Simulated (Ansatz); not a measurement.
Computed with Ansatz on PBE0-D4/def2-TZVP structures; ΔE is electronic, products minus reactants. CCSD(T)/CBS adds triple-zeta CCSD(T) − MP2 to the extrapolated MP2 energy (def2 sets, frozen cores). DFT in def2-TZVPP. B3LYP here is the variant with VWN-RPA as its local correlation; programs differ in this. For Se outer-core shells are correlated without core-valence functions, which leaves a few kJ/mol of doubt a bond. Scalar relativity is left out up to krypton. One conformer a species, not always the lowest.

Reaction (formal exchange of groups at the Se–Si bond): `C[SiH2][Se][SiH3]` + `C#CCCCl` → `C#C[Se][SiH3]` + `C[SiH2]CCCl`

```
             level  ΔE (kJ/mol)  difference from CCSD(T)/CBS
            PBE-D4         91.6                         -5.2
           PBE0-D4         98.0                          1.2
          B3LYP-D4         92.3                         -4.5
           ωB97M-V         94.8                         -2.0
            B2PLYP         91.5                         -5.3
            r2SCAN         94.9                         -1.9
              PBE0         97.3                          0.5
     HF/def2-TZVPP        105.0                          8.2
    MP2/def2-TZVPP         92.3                         -4.5
   CCSD/def2-TZVPP         92.9                         -3.9
     HF/def2-QZVPP        104.4                          7.6
    MP2/def2-QZVPP         95.5                         -1.3
SCS-MP2/def2-QZVPP         93.4                         -3.4
      HF/CBS(def2)        104.3                          7.5
     MP2/CBS(def2)         98.3                          1.5
    CCSD/CBS(def2)         98.9                          2.1
       CCSD(T)/CBS         96.8                            0
```

Largest T1 diagnostic among the species: 0.011.

From PBE to PBE0 (25 % exact exchange), in def2-TZVPP and without D4, ΔE moves by +6.4 kJ/mol. In def2-TZVPP, CCSD(T) changes the Hartree–Fock value by −14.2 kJ/mol (the triples alone add −2.1 kJ/mol) and MP2 by −12.7 kJ/mol.

CCSD(T)/CBS has its own doubt, a few kJ/mol and more with outer-core shells, so smaller differences from it don't rank the levels.
